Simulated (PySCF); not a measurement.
## Correlation energy of Cs (caesium, neutral)

[Xe] 5d1, 2D determinant (an excited configuration). Computed with PySCF 2.14 in x2c-TZVPPall (11s7p6d2f1g, 85 functions), with scalar relativity by spin-free X2C-1e. Frozen: [Kr] 4d10; 9 electrons correlated.

```tsv
level	correlation energy (mhartree)
CCSD	-168.42
(T)	-4.91
CCSD(T)	-173.33
```

Diagnostics: T1 = 0.038, D1 = 0.1591, largest double amplitude 0.029.

Spin-orbit coupling, absent here, splits the open shell strongly. T1 exceeds 0.03, a sign that the reference determinant is poor.

Cost of the coupled-cluster step: of the order of 5 core-seconds, for 9 correlated electrons.

Iterations:

```
CC2 = 0
CCSD nocc = (np.int64(5), np.int64(4)), nmo = (62, 62)
frozen orbitals [[0, 1, 2, 3, 4, 5, 6, 7, 8, 9, 10, 11, 12, 13, 14, 15, 16, 17, 18, 19, 20, 21, 22], [0, 1, 2, 3, 4, 5, 6, 7, 8, 9, 10, 11, 12, 13, 14, 15, 16, 17, 18, 19, 20, 21, 22]]
max_cycle = 100
direct = 0
conv_tol = 1e-08
conv_tol_normt = 1e-06
diis_space = 8
diis_start_cycle = 0
Init t2, MP2 energy = -0.149379504064805
Init E_corr(UCCSD) = -0.14937950406489
cycle = 1  E_corr(UCCSD) = -0.16320172692741  dE = -0.0138222229  norm(t1,t2) = 0.0595791
cycle = 2  E_corr(UCCSD) = -0.166548158384795  dE = -0.00334643146  norm(t1,t2) = 0.0324737
cycle = 3  E_corr(UCCSD) = -0.169229722823369  dE = -0.00268156444  norm(t1,t2) = 0.0231704
cycle = 4  E_corr(UCCSD) = -0.168452006873743  dE = 0.00077771595  norm(t1,t2) = 0.00484538
cycle = 5  E_corr(UCCSD) = -0.168413371794291  dE = 3.86350795e-05  norm(t1,t2) = 0.000885722
cycle = 6  E_corr(UCCSD) = -0.168422982887934  dE = -9.61109364e-06  norm(t1,t2) = 0.000123606
cycle = 7  E_corr(UCCSD) = -0.168422468283959  dE = 5.14603976e-07  norm(t1,t2) = 3.0991e-05
cycle = 8  E_corr(UCCSD) = -0.168422409230314  dE = 5.90536443e-08  norm(t1,t2) = 6.73608e-06
cycle = 9  E_corr(UCCSD) = -0.16842242358787  dE = -1.43575558e-08  norm(t1,t2) = 1.0872e-06
cycle = 10  E_corr(UCCSD) = -0.168422416793456  dE = 6.79441453e-09  norm(t1,t2) = 2.88342e-07
UCCSD converged
E(UCCSD) = -7783.170162645453  E_corr = -0.1684224167934557
UCCSD(T) correction = -0.00491198543453158
```

This basis was not built for core-valence correlation, so the inner-shell part is incomplete.
